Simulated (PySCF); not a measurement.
Input for PySCF:
```python
from pyscf import gto, scf
from pyscf.geomopt import geometric_solver

mol = gto.Mole()
mol.atom = '''
    O     1.65478677   -0.15716864    0.14843370
    Si    0.04970787   -0.10668469    0.07713445
    F    -0.49971057    1.40845750   -0.26818862
    F    -0.74518164   -0.33697073    1.35380196
    F    -0.48254460   -0.91387128   -1.18080087
'''
mol.basis = 'sto-3g'
mol.spin = 1
mol.verbose = 3
mol.build()

def method(m):
    mf = scf.UHF(m)
    return mf

conv, mol_eq = geometric_solver.kernel(method(mol), maxsteps=100)
print('optimisation converged:', conv)
print(mol_eq.tostring(format='xyz'))
mf = method(mol_eq)
mf.kernel()
```

Q: What does this run give for the nuclear repulsion energy, total energy at the end of the optimisation, HOMO energy, dipole moment, Mulliken (on the basis functions themselves) charges in atom order?

A: 
```json
{
  "nuclear_repulsion_energy": "252.7791 Eh",
  "total_energy_at_the_end_of_the_optimisation": "-653.6204 Eh",
  "HOMO energy": "-10.25 eV",
  "dipole_moment": "0.09 D",
  "Mulliken (on the basis functions themselves) charges in atom order": "O1 -0.30, Si2 1.31, F3 -0.34, F4 -0.34, F5 -0.33"
}
```

These values belong to the state on which the SCF converged, which isn't shown to be the lowest.
